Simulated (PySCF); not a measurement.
# Assignment exercise: C6H9NSi

Molfile (atoms numbered from 1):
```
C6H9NSi
     RDKit          3D

 17 17  0  0  0  0  0  0  0  0999 V2000
    2.4188   -0.3509   -0.3643 C   0  0  0  0  0  0  0  0  0  0  0  0
    1.1010    0.0488    0.9367 Si  0  0  0  0  0  4  0  0  0  0  0  0
   -0.3915    0.8642    0.0638 C   0  0  2  0  0  0  0  0  0  0  0  0
   -1.6284    1.0080    0.8990 C   0  0  0  0  0  0  0  0  0  0  0  0
   -2.3769    0.2154    0.1396 C   0  0  0  0  0  0  0  0  0  0  0  0
   -1.2742   -0.0351   -0.8665 C   0  0  2  0  0  0  0  0  0  0  0  0
   -0.8744   -1.4005   -1.0205 C   0  0  0  0  0  0  0  0  0  0  0  0
   -0.5690   -2.4973   -1.1424 N   0  0  0  0  0  0  0  0  0  0  0  0
    3.3058   -0.7629    0.1062 H   0  0  0  0  0  0  0  0  0  0  0  0
    2.7223    0.5321   -0.9207 H   0  0  0  0  0  0  0  0  0  0  0  0
    2.0536   -1.0856   -1.0765 H   0  0  0  0  0  0  0  0  0  0  0  0
    0.6453   -1.1512    1.6398 H   0  0  0  0  0  0  0  0  0  0  0  0
    1.5931    1.0398    1.9035 H   0  0  0  0  0  0  0  0  0  0  0  0
   -0.0883    1.7888   -0.4327 H   0  0  0  0  0  0  0  0  0  0  0  0
   -1.8037    1.5589    1.8044 H   0  0  0  0  0  0  0  0  0  0  0  0
   -3.3839   -0.1560    0.1764 H   0  0  0  0  0  0  0  0  0  0  0  0
   -1.4566    0.3957   -1.8557 H   0  0  0  0  0  0  0  0  0  0  0  0
  1  2  1  0
  2  3  1  0
  3  4  1  0
  4  5  2  0
  5  6  1  0
  6  7  1  0
  7  8  3  0
  6  3  1  0
  1  9  1  0
  1 10  1  0
  1 11  1  0
  2 12  1  0
  2 13  1  0
  3 14  1  6
  4 15  1  0
  5 16  1  0
  6 17  1  6
M  END
```

PySCF 2.14 calculation with GFN2-xTB geometry and shielding tensors at PBE0/pcSseg-1 (GIAO); single conformer, one averaged value for each set of equivalent atoms, no relativistic terms, no solvent model.

Chemical shifts δ = σref − σ; 13C and 1H against TMS, all at this level.

(1) Assign these signals to the numbered atoms. 13C{1H} NMR (computed): δ 153.6, 139.0, 123.6, 36.9, 30.8, -8.2.

(2) Assign these signals to the numbered atoms. 1H NMR (300 MHz, computed): δ 6.52 (m, 1H), 6.16 (m, 1H), 4.27 (m, 1H), 4.25 (m, 1H), 3.64 (m, 1H), 2.70 (m, 1H), 0.40 (m, 3H).

Answers

(1) 
| δ (ppm) | atoms | environment | reason |
| --- | --- | --- | --- |
| 153.6 | C4 | alkene CH | an sp2 carbon of a C=C bond |
| 139.0 | C5 | alkene CH | – |
| 123.6 | C7 | nitrile carbon | typical of a nitrile |
| 36.9 | C3 | allylic sp3 CH bonded to Si | – |
| 30.8 | C6 | allylic sp3 CH | saturated and bonded to C and H only |
| -8.2 | C1 | methyl carbon bonded to Si | an electropositive neighbour leaves it electron-rich and shielded |

(2) 
| δ (ppm) | atoms | environment | reason |
| --- | --- | --- | --- |
| 6.52 | H15 | hydrogen on an alkene CH | a vinylic proton, deshielded by the sp2 carbon and the C=C anisotropy |
| 6.16 | H16 | hydrogen on an alkene CH | – |
| 4.27 | H12 | hydrogen on a silicon bonded to 2 C | – |
| 4.25 | H13 | hydrogen on a silicon bonded to 2 C | – |
| 3.64 | H17 | hydrogen on an allylic sp3 CH | – |
| 2.70 | H14 | hydrogen on an allylic sp3 CH bonded to Si | allylic position |
| 0.40 | H9/H10/H11 | hydrogen on a methyl carbon bonded to Si | an electropositive neighbour shields it, as in TMS itself |

H12 and H13 lie closer than the usual error of such a calculation, so a measured spectrum could show them in the other order.

Shifts are as computed. Against solution values, carbons near 30 ppm lie about +3 ppm off and those near 130 ppm about +5 ppm. Of 1211 compounds with measured shifts, 218 miss one by over three times the rms of a fit or turn the order of signals round; such compounds aren't used in these exercises. Multiplicities follow the n + 1 count of equivalent neighbours, as no J values were calculated; m marks all less simple cases, F and P coupling included.
